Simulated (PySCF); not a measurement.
# TDDFT excited states: C3H8F2SSi2

C₃H₈F₂SSi₂.
InChI=1S/C3H8F2SSi2/c4-7-6-8(5)3-1-2-3/h3,8H,1-2,7H2/t8-/m0/s1

Computed, not measured: TDDFT CAM-B3LYP/def2-SVPD, vertical, gas phase, core orbitals frozen in the response in PySCF 2.14.0, density-fitted response routines. The structure is a single GFN2-xTB conformer in the gas phase; no vibrational or solvent corrections. Torsions of this conformer, `[F:1][SiH2:2][S:3][Si@H:4]([F:5])[CH:6]1[CH2:7][CH2:8]1`: F1–Si2–S3–Si4 -51°, Si2–S3–Si4–F5 -52°, S3–Si4–C6–C7 -151°.

Task: What does the calculation give for the low-lying excited states?

Result: 

| state | E (eV) | λ (nm) | f | main configurations (H = HOMO, L = LUMO) |
| --- | --- | --- | --- | --- |
| S1 | 6.26 | 198.0 | 0.034 | H→L (92%) |
| S2 | 6.88 | 180.1 | 0.0033 | H→L+2 (72%) |
| S3 | 7.10 | 174.5 | 0.036 | H→L+1 (83%) |
| S4 | 7.37 | 168.2 | 0.010 | H-2→L (72%), H-3→L (20%) |
| S5 | 7.50 | 165.3 | 0.044 | H-1→L (64%) |
| S6 | 7.83 | 158.4 | 0.010 | H→L+3 (35%), H→L+5 (9%), H→L+7 (8%) |
| S7 | 7.85 | 158.0 | 0.057 | H→L+4 (36%), H→L+3 (16%), H-1→L (8%) |
| S8 | 8.01 | 154.9 | 0.034 | H-3→L (46%), H-2→L+3 (15%), H-2→L (10%) |

Triplets (Tamm–Dancoff): T1 5.90 eV, H→L (91%); T2 6.56 eV, H→L+2 (66%); T3 6.72 eV, H→L+1 (72%), H→L+3 (10%).

The lowest singlet comes at 198 nm (604 kJ/mol) in the vacuum ultraviolet; it is of moderate strength; its leading configuration is HOMO→LUMO (92%). The most intense listed level is S7 at 7.85 eV (158 nm, f = 0.057), 1.58 eV above S1. Löwdin shares by element: HOMO sulfur 72%, silicon 17%; LUMO silicon 43%, sulfur 17%, hydrogen 8% or more (atoms not listed hold the other 32%). The listed states span 1.74 eV, and the widest gap between neighbours is 0.62 eV (S1 to S2). Of the 8 states listed, 7 reach f = 0.01 and none stays under 0.0005. Orbital energies (eV): HOMO-3 -10.54, HOMO-2 -10.24, HOMO-1 -10.03, HOMO -9.16, LUMO 0.42, LUMO+1 1.14, LUMO+2 1.15. The window holds the lowest 8 singlets.
